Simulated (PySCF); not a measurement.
An unknown shows these calculated signals:

1H NMR (600 MHz, computed): δ 7.07 (d, 1H), 6.79 (d, 1H), 5.30 (br s, 1H), 4.95 (br s, 1H), 4.46 (s, 3H), 1.95 (s, 3H).

13C{1H} NMR (computed): δ 153.0 (C), 153.0 (CH), 148.5 (CH), 137.8 (C), 126.3 (C), 104.0 (CH2), 17.1 (CH3).

- NMR shieldings at HF/pcSseg-1/GIAO
- coordinates at the PBE0-D3(BJ)/def2-SVP level
- code: PySCF
- one averaged value for each set of equivalent atoms, in vacuum, relativity neglected, single conformer

Chemical shifts δ = σref − σ; 1H (σref 31.69) and 13C (σref 190.85) against TMS, all at this level.

Which of these does the molecule contain: a vinyl group CH=CH2, a Si–H bond, a non-aromatic C=C double bond, a tert-butyl group, a Si–CH3 group?

Results:


- A vinyl group CH=CH2: no.
- A Si–H bond: yes (δH 4.46 (s)).
- A non-aromatic C=C double bond: yes.
- A tert-butyl group: no.
- A Si–CH3 group: no.

The data belong to `C=C1C=C/C1=C(\C)O[SiH3]`, C₇H₁₀OSi; they needn't prove each group on their own.

Carbon signals by region: 6 in the sp2 and nitrile region (100–160 ppm), 1 below 50 ppm.

Shifts are as computed. Against solution values, carbons near 30 ppm lie about -0 ppm off and those near 130 ppm about +7 ppm. Of 1211 compounds with measured shifts, 218 miss one by over three times the rms of a fit or turn the order of signals round; such compounds aren't used in these exercises. Multiplicities follow the n + 1 count of equivalent neighbours, as no J values were calculated; m marks all less simple cases, F and P coupling included.
